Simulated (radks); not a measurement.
Tc II, 42 electrons, occupied as [Kr] 4d5 5s1. Method: non-relativistic Kohn-Sham, BLYP, spin-polarised, spherical densities, point nucleus; open shells are filled with parallel spins first (spin-orbit coupling, left out, can overturn this in heavy ions); relativity is left out, which matters for an element this heavy; computed with a radial shooting solver on a logarithmic mesh with Libxc functionals.

Radial electron density D(r) = 4 pi r^2 rho(r):

r (bohr)  D(r) (e/bohr)  spin D(r)
0.002769          4.217   0.000546
0.003664          6.836   0.000882
0.004887          10.95    0.00140
0.006518          16.93    0.00214
0.008693          25.00    0.00308
0.01159           34.73    0.00407
0.01546           44.55    0.00471
0.02063           51.66    0.00432
0.02751           53.22    0.00231
0.0364            49.50  -0.000440
0.04855           45.73   0.000525
0.06475           49.85     0.0172
0.08636           61.47     0.0718
0.1152            66.60      0.197
0.1536            55.44      0.422
0.2049            43.48      0.701
0.2733            47.92      0.795
0.3616            50.88      0.446
0.4823            33.72   -0.00759
0.6433            15.46      0.474
0.8579            12.36       2.10
1.144             11.98       3.38
1.526             7.178       3.15
2.036             3.043       2.11
2.715             1.222       1.12
3.592            0.4528      0.448
4.791            0.1047      0.105
6.39            0.01164     0.0116
8.523         0.0004754   0.000475

D(r) has 4 maxima, at r = 0.0256, 0.110, 0.334, 0.983 bohr, and minima at 0.0501, 0.217, 0.798 bohr, inside which lie 2.05, 11.19, 29.18 electrons.
